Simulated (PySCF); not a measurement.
Species: CH7AsGe.
Bonds: C1–As2, As2–Ge3. Hydrogens: H4, H5, H6 on C1; H7 on As2; H8, H9, H10 on Ge3.

The closed-shell ground state was solved at several levels (PySCF, density fitting, gas phase). Geometry: PBE0-D3(BJ)/def2-SVP; no solvent, vibrations or thermal averaging. The calculation is non-relativistic and has no spin–orbit coupling, an omission that weighs most on arsenic and germanium.

```tsv
level	basis functions	HOMO (eV)	LUMO (eV)	gap (eV)	dipole (D)
B3LYP/pcJ-1 (pcSseg-1 on As, pcSseg-1 on Ge)	179	-6.87	-0.05	6.82	0.90
PBE0/pcSseg-1	134	-7.08	0.17	7.25	0.98
CAM-B3LYP/def2-SVPD	152	-8.24	0.65	8.89	0.89
```

Q: Estimate the row for B97-2/pcSseg-2, a basis of 260 functions; the other rows only guide the guess.

A: HOMO -6.81 eV, LUMO -0.13 eV, gap 6.68 eV, dipole 0.96 D.

Q: Over all these levels, which gives the widest orbital gap and which the narrowest?

A: CAM-B3LYP/def2-SVPD (range-separated hybrid) has the widest, 8.89 eV, and B97-2/pcSseg-2 (global hybrid, 21 % exact exchange) the narrowest, 6.68 eV. Functional and basis both differ between the two, so the spread mixes both effects.

Q: How far do the dipole and the HOMO energy spread over the levels?

A: The dipole runs from 0.89 to 0.98 D (mean 0.93 D) and the HOMO from -8.24 to -6.81 eV.
